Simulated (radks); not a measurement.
Values are calculated unless marked as measured or tabulated.
Charge is removed step by step from the 1s1/2 level of neutral hydrogen, starting from 1s1. Code: a radial shooting solver on a logarithmic mesh with Libxc functionals. Model: Dirac Kohn-Sham, PBEsol, spin-unpolarised, spherical densities, point nucleus.

removed (e)  E - E(0) (eV)  eigenvalue (eV)
0                    0.000           -6.332
0.25                 1.946           -9.283
0.5                  4.657          -12.423
0.75                 8.151          -15.462

The mean slope of the eigenvalue, de/dn, is 12.2 eV per electron.
